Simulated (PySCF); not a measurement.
CH8GeOSi.
Z-matrix (Å and degrees, PBE0-D3(BJ)/def2-SVP geometry), rows numbered from 1:
```
C 
Si  1  1.8719
O   2  1.6614  1  111.43
Ge  3  1.7751  2  136.10  1    65.15
H   1  1.1010  2  110.92  3    58.01
H   1  1.1018  2  110.48  3   177.91
H   1  1.1016  2  111.29  3   -62.38
H   2  1.4927  1  110.22  3  -118.87
H   2  1.5000  1  109.31  3   121.68
H   4  1.5349  3  105.99  2   177.93
H   4  1.5416  3  108.93  2   -62.42
H   4  1.5411  3  108.85  2    57.93
```

Linear response at CAM-B3LYP/def2-SVPD (PySCF, frozen core in the response, non-relativistic). Relativistic effects, spin–orbit coupling among them, are left out although an element past zinc is present.

Static isotropic polarisability: 72.80 au (10.79 Å³), principal values 66.6, 71.4, 80.3 au.

(1) What is the polarisability at 1064 nm and at the sodium D line?

(2) What is the isotropic C6 coefficient between two such molecules, C6 = (3/π)∫α(iω)² dω?

(3) Which effective excitation energy ω̄ makes London's formula C6 = (3/4)α²ω̄ exact here?

(4) The lowest 10 singlets have (eV, f): 7.01, 0.004; 7.30, 0.006; 7.73, 0.015; 8.05, 0.083; 8.16, 0.046; 8.24, 0.061; 8.28, 0.013; 8.47, 0.028; 8.54, 0.015; 8.83, 0.031. What share of the static polarisability do they carry in the sum over states α = Σ f/ω²?

(5) How anisotropic is the static polarisability, by Δα² = ½[(α1 − α2)² + (α2 − α3)² + (α3 − α1)²]?

(6) What n − 1 at the D line would an ideal gas of it have at 273.15 K and 1 atm (2.6868 × 10¹⁹ cm⁻³), by n − 1 = 2π·N·α′?

(7) What molar refraction at the D line follows from R = (4π/3)·N_A·α′, with α′ the polarisability volume?

## Answers

(1) 73.46 au at 1064 nm (+0.9 %), 75.02 au at 589.3 nm (+3.1 %). The rise at 589.3 nm is 3.35 times that at 1064 nm; a pure ω² law gives 3.26. The lowest singlet lies at 177 nm, shorter than both wavelengths.

(2) 1958 au (Eh·bohr⁶) by a ten-point quadrature over imaginary frequencies, which is 1170 eV·Å⁶ or 113 J·nm⁶/mol.

(3) ω̄ = 4·C6/(3α²) = 0.493 Eh = 13.4 eV. A one-pole form α(ω) = α/(1 − ω²/ω̄²) fitted to the 1064 nm value gives 12.3 eV. London's choice of the ionisation energy (10.36 eV, ΔSCF at the same level) gives C6 = 1510 au, 23 % too low.

(4) 3.34 au, 4.6 % of α; the largest term, 0.95 au, is that of the state at 8.05 eV. Their oscillator strengths add up to 0.30. Higher states carry the rest.

(5) Δα = 12.0 au, or 0.17 of the isotropic value.

(6) 18.77 × 10⁻⁴, a formal value whether or not that pressure can be reached.

(7) α′ = 11.12 Å³ gives R = 28.04 cm³/mol, for isolated, non-vibrating species.

One conformer stands for the species.
